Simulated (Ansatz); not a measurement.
`C[SiH2]Br` + `BO` → `BO[SiH2]Br` + CH₄ at 700 K and 1 bar (ligand exchange at the Si–C bond).

Program: Ansatz. Geometries: PBE0-D4/def2-TZVP. ΔE: electronic, gas phase. CCSD(T)/CBS adds triple-zeta CCSD(T) − MP2 to the extrapolated MP2 energy (def2 sets, frozen cores). This one scheme is used for every species. For Br outer-core shells are correlated without core-valence functions, which leaves a few kJ/mol of doubt a bond. Scalar relativity is left out up to krypton. One conformer a species, not always the lowest.

```json
{"species": "`C[SiH2]Br`", "CCSD(T)/CBS energy (Eh)": "-2903.51417", "H − E (kJ/mol)": "201.6", "S (J/(mol·K))": "395.7"}
{"species": "`BO`", "CCSD(T)/CBS energy (Eh)": "-101.80414", "H − E (kJ/mol)": "126.4", "S (J/(mol·K))": "277.4"}
{"species": "`BO[SiH2]Br`", "CCSD(T)/CBS energy (Eh)": "-2964.89003", "H − E (kJ/mol)": "181.2", "S (J/(mol·K))": "433.6"}
{"species": "CH₄", "CCSD(T)/CBS energy (Eh)": "-40.46206", "H − E (kJ/mol)": "145.9", "S (J/(mol·K))": "224.0"}
```

H − E and S are ideal-gas, rigid-rotor, harmonic terms from PBE0-D4/def2-TZVP, for one conformer and one mirror image of each species. 1 Eh = 2625.50 kJ/mol, R = 8.31446 J/(mol·K).

**Question.** By hand: ΔE, ΔH, ΔS and ΔG.

**Answer.** ΔE = (-2964.89003) + (-40.46206) − (-2903.51417) − (-101.80414) = -0.03378 Eh = -88.7 kJ/mol. Δ(H − E) = 181.2 + 145.9 − 201.6 − 126.4 = -0.9, so ΔH = -89.6 kJ/mol. ΔS = 433.6 + 224.0 − 395.7 − 277.4 = -15.5 J/(mol·K). ΔG = -89.6 − 700 × (-15.5)/1000 = -78.8 kJ/mol.

**Question.** By hand: the equilibrium constant, and the temperature at which ΔG would vanish if ΔH and ΔS stayed fixed.

**Answer.** log₁₀ K = −ΔG/(RT ln 10) = 5.9. ΔG = 0 at ΔH/ΔS = 5781 K, far beyond where these terms or the molecules hold.

ΔH outweighs TΔS. A doubt of 5 kJ/mol in ΔE shifts log₁₀ K by 0.4 here. Other conformers and mirror images would add mixing entropy, several J/(mol·K) or more a flexible species. Modes under 60 cm⁻¹, often nearly free rotors, make the harmonic entropy too high. These are equilibria of isolated gas molecules and say nothing of rates. Largest T1 diagnostic: 0.014 (customary marks: 0.02 for closed shells, 0.045 for open ones).
